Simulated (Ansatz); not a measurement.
Total energies of CH₆OSSi (`C[SiH](O)S`).

```xyz
10

C    -1.373    0.052    0.128
Si    0.449    0.379    0.192
O     0.894    0.746   -1.350
S     1.569   -1.267    0.979
H    -1.760   -0.160    1.126
H    -1.898    0.922   -0.275
H    -1.589   -0.804   -0.516
H     0.795    1.473    1.138
H     1.834    0.819   -1.523
H     1.079   -2.160    0.101
```

The species carries charge 0 and has multiplicity 1. The structure was optimised at the PBE0-D4/def2-TZVP level. It is one conformer, not always the lowest. Basis def2-TZVPP, Ansatz.

RPA on PBE orbitals: Hartree–Fock energy of these orbitals -802.81219 Eh, correlation -1.20764 Eh (frozen core).

```
functional  energy without D4 (Eh)  D4 term (kJ/mol)
   r2SCANh              -804.67066              -5.3
 CAM-B3LYP              -804.76343             -17.8
```

Question: Give the same for LDA (SPW92), PBE, revPBE, BLYP, r2SCAN, B97M-V, PBE0, B3LYP, r2SCAN0, HSE06 (plane-wave form), BHLYP, LC-ωPBE, ωB97X-V, ωB97M-V, B2PLYP, PBE-QIDH. (An estimate is asked.)

Answer: The calculation gave: 
| functional | energy without D4 (Eh) | D4 term (kJ/mol) |
| --- | --- | --- |
| LDA (SPW92) | -801.32190 | – |
| PBE | -804.32904 | -20.7 |
| revPBE | -804.61875 | -60.3 |
| BLYP | -804.74423 | -45.2 |
| r2SCAN | -804.67964 | -5.0 |
| B97M-V | -804.59861 | – |
| PBE0 | -804.40155 | -17.5 |
| B3LYP | -804.83778 | -33.5 |
| r2SCAN0 | -804.65812 | -5.9 |
| HSE06 (plane-wave form) | -804.38143 | -16.3 |
| BHLYP | -804.72993 | -26.2 |
| LC-ωPBE | -804.52520 | – |
| ωB97X-V | -804.65150 | – |
| ωB97M-V | -804.70029 | – |
| B2PLYP | -804.45855 | – |
| PBE-QIDH | -804.21965 | – |

B3LYP takes the VWN-RPA correlation (the form of Gaussian; ORCA's B3LYP/G). HSE06 is the plane-wave form, built on full-range PBE exchange. The double hybrids freeze the cores in their second-order part.

LC-ωPBE has ω = 0.4 bohr⁻¹.
